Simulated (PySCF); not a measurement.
Job file and geometry (Å, from GFN2-xTB) of an NMR shielding run on SMILES [SiH3][CH2][Al]1[NH]CC[NH]1, C3H11AlN2Si, PySCF, GIAO PBE0/pcSseg-1 NMR shielding, non-relativistic, gas phase; density fitting, a coarse starting grid and PySCF grid level 2 are the driver's defaults:

```
$ OMP_NUM_THREADS=1 python probes_run.py task.json out

{"job": {"kind": "nmr", "xc": "PBE0", "basis": "pcSseg-1"}, "charge": 0, "multiplicity": 1}
Si     3.185078    -0.415989    -0.230701
C      1.960910     1.032304    -0.321671
Al     0.078015     0.477700    -0.094904
N     -1.157384    -0.153405    -1.216027
C     -2.433214    -0.246010    -0.507924
C     -2.182041    -0.339708     1.010662
N     -0.961479     0.387573     1.352772
H      3.044707    -1.129419     1.043709
H      4.566688     0.079953    -0.329587
H      2.951680    -1.349770    -1.336780
H      2.205423     1.758510     0.460039
H      2.079754     1.543716    -1.282024
H     -1.267302    -0.342785    -2.201732
H     -3.054979     0.638016    -0.709025
H     -2.999652    -1.128493    -0.830353
H     -2.098669    -1.399495     1.290684
H     -3.048899     0.075077     1.540649
H     -0.877394     0.518543     2.350556
```

**Question.** Write the output of this run.

**Answer.** 
```
coarse grid: 15456 points
cycle   1  E = -761.7265936209  dE =  5.211e-01  |g| = 6.521e-01  |ddm| = 3.808e+00
cycle   2  E = -761.6353496299  dE =  9.124e-02  |g| = 9.122e-01  |ddm| = 1.211e+00
cycle   3  E = -761.8253737075  dE = -1.900e-01  |g| = 7.124e-02  |ddm| = 7.477e-01
cycle   4  E = -761.8261365754  dE = -7.629e-04  |g| = 3.873e-02  |ddm| = 7.579e-02
cycle   5  E = -761.8265109185  dE = -3.743e-04  |g| = 5.374e-03  |ddm| = 3.403e-02
cycle   6  E = -761.8265181268  dE = -7.208e-06  |g| = 1.005e-03  |ddm| = 5.797e-03
final grid: 138520 points
cycle   7  E = -761.8627110265  dE = -2.671e-05  |g| = 8.234e-03  |ddm| = 2.252e-02
cycle   8  E = -761.8626991430  dE =  1.188e-05  |g| = 1.094e-02  |ddm| = 1.522e-02
cycle   9  E = -761.8627275982  dE = -2.846e-05  |g| = 7.071e-04  |ddm| = 8.472e-03
cycle  10  E = -761.8627276827  dE = -8.450e-08  |g| = 2.819e-04  |ddm| = 6.203e-04
cycle  11  E = -761.8627276997  dE = -1.696e-08  |g| = 4.577e-05  |ddm| = 2.252e-04
cycle  12  E = -761.8627277001  dE = -3.977e-10  |g| = 2.193e-05  |ddm| = 5.714e-05
converged SCF energy = -761.8627277001

GIAO shielding tensors (ppm)
atom      isotropic    diamagn.    paramagn.     s11        s22        s33       span
  0 Si     423.852     878.884    -455.031    396.088    402.995    472.474     76.386
  1 C      207.861     257.854     -49.993    198.760    210.961    213.863     15.103
  2 Al     385.814     800.311    -414.497    326.761    347.051    483.630    156.868
  3 N      231.505     322.283     -90.779    208.763    224.925    260.826     52.063
  4 C      137.788     240.190    -102.402    122.052    131.419    159.892     37.840
  5 C      137.596     240.626    -103.031    122.335    131.148    159.304     36.969
  6 N      231.279     322.953     -91.674    207.380    226.458    259.998     52.618
  7 H       27.639      29.183      -1.544     23.968     26.472     32.477      8.509
  8 H       27.391      27.785      -0.394     23.552     25.046     33.574     10.022
  9 H       27.662      29.153      -1.491     24.045     26.333     32.608      8.563
 10 H       32.204      31.524       0.681     26.747     29.245     40.621     13.875
 11 H       32.123      31.336       0.787     26.676     29.105     40.588     13.912
 12 H       30.827      33.238      -2.411     22.752     28.465     41.263     18.511
 13 H       28.006      27.758       0.248     22.169     26.455     35.395     13.225
 14 H       28.440      27.696       0.744     24.088     26.687     34.545     10.457
 15 H       28.020      28.955      -0.935     22.367     26.492     35.201     12.834
 16 H       28.410      27.353       1.057     23.990     26.636     34.604     10.614
 17 H       30.852      33.408      -2.556     22.871     28.460     41.225     18.353
```

Size and cost of the density-fitted run: 188 basis functions, 26 s wall time on 1 thread of an Arm Neoverse V1, shared host; peak memory 0.84 GiB.
